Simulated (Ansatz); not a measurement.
Ansatz results at the PBE0-D4/def2-TZVP geometry: size of the dipole moment (B3LYP/def2-TZVPP) 0.01 D; LUMO energy (B3LYP/def2-TZVPP) -0.83 eV; HOMO–LUMO gap (PBE/def2-TZVPP) 5.31 eV.

**Question.** Which molecule gave them?
A. `[OH+]1[GaH2-][OH+][GaH2-]1`
B. `F[B@H-]1[OH+][B@@H-](F)[OH+]1`
C. `[BH2-]1[SH+][BH2-][SH+]1`
D. `C[N+]1(C)[Ga@H-]([CH3])[N+](C)(C)[Ga@@H-]1[CH3]`

**Answer.** A. The others give `F[B@H-]1[OH+][B@@H-](F)[OH+]1`: 3.46, -0.13, 7.13; `C[N+]1(C)[Ga@H-]([CH3])[N+](C)(C)[Ga@@H-]1[CH3]`: 0.08, 0.19, 5.35; `[BH2-]1[SH+][BH2-][SH+]1`: 2.04, -0.47, 5.96.

B3LYP here is the variant with VWN-RPA as its local correlation; programs differ in this.
